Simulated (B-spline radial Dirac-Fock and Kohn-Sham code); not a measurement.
# Ba²⁺: L3-M45M45 lines in intermediate coupling

System: the Ba²⁺ ion, [Kr] 4d10 5s2 5p6, inside a Watson sphere of charge -2 and radius 2.7 Å (a model of the Madelung potential; inside it an electron's potential energy is raised by 10.7 eV).

The run's input, task.json:

```json
{"items": [{
  "Z": 56,
  "q": 2,
  "cfg": [[1, 0, 2], [2, 0, 2], [2, 1, 6], [3, 0, 2], [3, 1, 6], [3, 2, 10], [4, 0, 2], [4, 1, 6], [4, 2, 10], [5, 0, 2], [5, 1, 6]],
  "A": 138,
  "rrms": 4.8378,
  "watson": [-2, 2.7],
  "do": ["binding", "quiet", "double"]
}]}
```

Command: `python xray_run.py task.json out`

The computed values come from a radial B-spline solver: multi-electron Dirac-Fock with separately optimised hole states, Breit and Lamb-shift corrections added in first order. The two-hole levels come from diagonalising the Coulomb interaction among the jj configurations; intensities are independent-particle Coulomb rates. Kinetic energies are from the vacuum level. Correlation and solid-state effects are left out.

```
kinetic energy (eV)  J  leading jj holes (weight)  leading LS term (weight)  intensity (%)
             3570.8  0                M4M4 (0.90)                ¹S0 (0.72)            1.0
             3588.6  2                M4M4 (0.93)                ¹D2 (0.44)            3.2
             3597.1  4                M4M5 (0.96)                ¹G4 (0.93)           53.3
             3598.6  1                M4M5 (1.00)                ³P1 (1.00)            0.6
             3602.0  2                M4M5 (0.91)                ³P2 (0.52)            4.5
             3605.0  0                M5M5 (0.90)                ³P0 (0.72)            1.0
             3608.0  3                M4M5 (1.00)                ³F3 (1.00)            7.7
             3616.0  2                M5M5 (0.98)                ¹D2 (0.51)            9.3
             3622.1  4                M5M5 (0.96)                ³F4 (0.93)           19.5
```

The strongest line, by its leading LS label ¹G4, lies at 3597.1 eV. The mean weight of the leading component is 0.95 in jj and 0.75 in LS coupling, so jj labels describe these levels better.
